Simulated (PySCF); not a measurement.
## GaH: from constants to spectrum

RHF-CCSD(T) constants of GaH, ¹Σ⁺ (singlet), closed shell (PySCF, scalar-relativistic core potentials, basis sets Ga cc-pVTZ-PP with ECP10, H cc-pVTZ; masses 68.9256 and 1.0078 u):

* ωe: 1651.6 cm⁻¹
* ωexe: 28.1 cm⁻¹
* Be: 6.1708 cm⁻¹
* αe: 0.166 cm⁻¹
* D (centrifugal): 0.000345 cm⁻¹
* De to Ga + H: 3.00 eV

(1) Give the band origin of the fundamental and the first lines of its P and R branches.

(2) Near which J would the R branch turn back, without centrifugal distortion?

Correlated steps freeze 4 core orbitals. Where the molecule has an RHF reference, its open-shell atoms are computed with UHF.

Answers

(1) ν0 = ωe − 2ωexe = 1595.4 cm⁻¹, B0 = 6.0878, B1 = 5.9218 cm⁻¹.

| J″ | P(J″) − ν0 | R(J″) − ν0 |
| --- | --- | --- |
| 0 |  | 11.842 |
| 1 | -12.174 | 23.344 |
| 2 | -24.672 | 34.498 |
| 3 | -37.486 | 45.294 |
| 4 | -50.606 | 55.726 |
| 5 | -64.026 | 65.784 |
| 6 | -77.736 | 75.460 |

(2) At J ≈ (B0 + B1)/(2(B0 − B1)) − 1 ≈ 35.
